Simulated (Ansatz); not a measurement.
`[CH3][Ge]([NH2])([F])[Cl]` + H₂ → `[CH3][GeH]([F])[Cl]` + NH₃ at 600 K and 1 bar (hydrogenolysis of a Ge–N bond).

Computed with Ansatz on PBE0-D4/def2-TZVP structures; ΔE is electronic, products minus reactants. CCSD(T)/CBS adds triple-zeta CCSD(T) − MP2 to the extrapolated MP2 energy (def2 sets, frozen cores). This one scheme is used for every species. For Ge outer-core shells are correlated without core-valence functions, which leaves a few kJ/mol of doubt a bond. Scalar relativity is left out up to krypton. Each species was taken in one conformer, which may not be the lowest.

```json
{"species": "`[CH3][Ge]([NH2])([F])[Cl]`", "CCSD(T)/CBS energy (Eh)": "-2731.56957", "H − E (kJ/mol)": "240.8", "S (J/(mol·K))": "470.0"}
{"species": "H₂", "CCSD(T)/CBS energy (Eh)": "-1.17544", "H − E (kJ/mol)": "43.9", "S (J/(mol·K))": "150.8"}
{"species": "`[CH3][GeH]([F])[Cl]`", "CCSD(T)/CBS energy (Eh)": "-2676.23424", "H − E (kJ/mol)": "179.3", "S (J/(mol·K))": "411.4"}
{"species": "NH₃", "CCSD(T)/CBS energy (Eh)": "-56.50880", "H − E (kJ/mol)": "112.4", "S (J/(mol·K))": "219.5"}
```

H − E and S are ideal-gas, rigid-rotor, harmonic terms from PBE0-D4/def2-TZVP, for one conformer and one mirror image of each species. The MP2-based limit puts H₂ 0.8 mEh under its directly extrapolated value; such offsets cancel only in part. 1 Eh = 2625.50 kJ/mol, R = 8.31446 J/(mol·K).

Question: By hand: ΔE, ΔH, ΔS and ΔG.

Answer: ΔE = (-2676.23424) + (-56.50880) − (-2731.56957) − (-1.17544) = 0.00197 Eh = 5.2 kJ/mol. Δ(H − E) = 179.3 + 112.4 − 240.8 − 43.9 = 7.0, so ΔH = 12.2 kJ/mol. ΔS = 411.4 + 219.5 − 470.0 − 150.8 = 10.1 J/(mol·K). ΔG = 12.2 − 600 × (10.1)/1000 = 6.1 kJ/mol.

Question: By hand: the equilibrium constant, and the temperature at which ΔG would vanish if ΔH and ΔS stayed fixed.

Answer: log₁₀ K = −ΔG/(RT ln 10) = -0.5. ΔG = 0 at ΔH/ΔS = 1208 K, though so small a ΔS makes that figure unsure.

TΔS isn't small against ΔH here. A doubt of 5 kJ/mol in ΔE shifts log₁₀ K by 0.4 here. Other conformers and mirror images would add mixing entropy, several J/(mol·K) or more a flexible species. These are equilibria of isolated gas molecules and say nothing of rates. Largest T1 diagnostic: 0.011 (customary marks: 0.02 for closed shells, 0.045 for open ones).
